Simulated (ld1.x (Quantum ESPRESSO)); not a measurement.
Which change was made? (Te, TM)

```json
{"Element": "tellurium (Te)", "Generator": "ld1.x (Quantum ESPRESSO) 7.5", "Type": "norm-conserving Troullier–Martins (Kleinman–Bylander form)", "Functional": "PW91", "Relativity": "non-relativistic", "Frozen core": "[Kr] 4d10", "Valence charge": "6", "Reference configuration": "5s1 5p5", "Partial waves": "5s (bound): rc 1.45 bohr; 5p (bound): rc 1.80 bohr; 5d channel at 0.4 Ry: rc 1.50 bohr", "Local potential": "all-electron potential smoothed inside 1.25 bohr (lloc = -1)", "Core correction": "none"}
```

Cutoffs, loose and tight: the cutoffs (Ry, on a coarse ladder) from which the occupation-weighted sum of valence levels, in a spherical-Bessel basis at the reference potential, stays within 10 and 1 mRy of its value at 400 Ry. They do not see the model core or the augmentation charge, which bear on the density cutoff. Test errors are all-electron minus pseudo excitation energies from the reference, over the configurations 5s2 5p4; 5s2 5p3; 5s2 5p2; 5s1 5p4; 5s2 5p1; 5s2 5p4.3; 5s0 5p6; variants that change the core or the reference have their own tests. The largest error is taken over the tests solved by every variant that gives reliable tests at all, those not shown here included: 5s0 5p6; 5s2 5p4; 5s2 5p4.3.

The base gives: outcome: generated; cutoff, loose: 40 Ry; cutoff, tight: 110 Ry; bound ghosts: s, d, p; largest test error (meV): +58.

Question: After one change the result is: outcome: generated; cutoff, loose: 40 Ry; cutoff, tight: 110 Ry; bound ghosts: d, s, p; largest test error (meV): +94. Which change was it?
A. local potential all-electron potential smoothed inside 1.46 bohr (lloc = -1)
B. local potential all-electron potential smoothed inside 2.00 bohr (lloc = -1)
C. local potential all-electron potential smoothed inside 1.64 bohr (lloc = -1)

Answer: A. The others give: local potential all-electron potential smoothed inside 1.64 bohr (lloc = -1) → outcome: generated; cutoff, loose: 40 Ry; cutoff, tight: 110 Ry; bound ghosts: d, s; largest test error (meV): +60 | local potential all-electron potential smoothed inside 2.00 bohr (lloc = -1) → outcome: generated; cutoff, loose: 40 Ry; cutoff, tight: 110 Ry; bound ghosts: d; largest test error (meV): +59.
